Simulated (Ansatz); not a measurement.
One change: `[SiH3]O[SiH2]Br` becomes `O[SiH2][SiH2]O[SiH3]`.

Ansatz, PBE0-D4/def2-TZVP geometries, multiplicity 1. Each molecule was computed in one conformer, which needn't be the lowest.

Scalar relativity is left out up to krypton.

| property | `[SiH3]O[SiH2]Br` |
| --- | --- |
| HOMO–LUMO gap (ωB97M-V/def2-TZVPP) / eV | 12.16 |
| LUMO energy (PBE0/def2-TZVPP) / eV | -0.19 |
| ideal-gas entropy at 298 K and 1 bar (rigid rotor, harmonic PBE0-D4/def2-TZVP) / J/(mol·K) | 377 |
| HOMO energy (ωB97M-V/def2-TZVPP) / eV | -10.65 |
| size of the dipole moment (PBE/def2-TZVPP) / D | 0.98 |
| LUMO energy (PBE/def2-TZVPP) / eV | -1.07 |

(1) What does the change do to each property? (Estimate.)

## Answers

(1) Ansatz gave: 
```csv
property,`O[SiH2][SiH2]O[SiH3]`,shift
HOMO–LUMO gap (ωB97M-V/def2-TZVPP) / eV,10.45,-1.71
LUMO energy (PBE0/def2-TZVPP) / eV,-0.94,-0.75
"ideal-gas entropy at 298 K and 1 bar (rigid rotor, harmonic PBE0-D4/def2-TZVP) / J/(mol·K)",415,38
HOMO energy (ωB97M-V/def2-TZVPP) / eV,-9.66,0.99
size of the dipole moment (PBE/def2-TZVPP) / D,1.07,0.09
LUMO energy (PBE/def2-TZVPP) / eV,-1.79,-0.72
```

With PBE0 the HOMO rises by 0.86 eV and the LUMO falls by 0.75 eV, so the gap narrows by about 1.61 eV. PBE moves the HOMO by 0.80 eV and ωB97M-V by 0.99 eV. The zero-point energy changes by 78.9 kJ/mol with +12 modes. Dipoles are sizes alone; their direction can turn. Modes under 60 cm⁻¹, often nearly free rotors, make the harmonic entropy too high.

Spin–orbit coupling is left out; it splits and shifts lone-pair levels of the heavy atoms by tenths of an eV.
